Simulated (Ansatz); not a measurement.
Relaxation of C3H6SSi (11 atoms, charge 0, multiplicity 1), to a largest force component of 0.015 eV/Å in at most 40 steps.

The calculation used RKS r2SCAN/STO-3G in Ansatz 0.2.0.

```xyz
11
Properties=species:S:1:pos:R:3:forces:R:3
C -1.605 1.356 0.586 -4.66 6.07 -0.30
C -0.794 0.375 0.530 3.51 -2.81 -1.51
C 0.230 0.226 -0.532 2.88 -0.57 -1.84
Si 1.448 -1.300 -0.380 -3.03 -1.43 1.55
S 0.602 1.226 -1.834 -1.14 -0.53 1.54
H -1.655 2.221 -0.156 0.46 -1.41 0.72
H -2.371 1.461 1.367 0.12 -0.15 0.14
H -0.814 -0.373 1.292 0.01 -1.11 0.88
H 0.978 -2.101 0.851 0.77 0.93 -1.54
H 2.807 -0.947 -0.162 0.66 0.32 -0.18
H 1.240 -2.200 -1.542 0.41 0.68 0.55
```

Where does it end, and by what steps?

It converged. Limits of this set-up: minimal basis. After 7 steps the energy has fallen by 0.705 eV; S5 moved furthest, 0.14 Å.

```csv
step,energy less start (eV),largest force component (eV/Å),accepted
0,0.0000,6.066,yes
1,-0.6103,1.205,yes
2,-0.6607,0.756,yes
3,-0.6938,0.537,yes
4,-0.7019,0.353,yes
5,-0.7050,0.077,yes
6,-0.7053,0.052,yes
7,-0.7053,0.009,yes
```

```xyz
11
Properties=species:S:1:pos:R:3
C -1.629 1.397 0.565
C -0.757 0.369 0.527
C 0.301 0.201 -0.526
Si 1.391 -1.340 -0.339
S 0.497 1.273 -1.750
H -1.587 2.174 -0.210
H -2.391 1.495 1.346
H -0.809 -0.404 1.310
H 1.010 -2.112 0.824
H 2.776 -0.942 -0.208
H 1.265 -2.169 -1.518
```

Time of the run: 42 s on 1 CPU thread of a shared host.
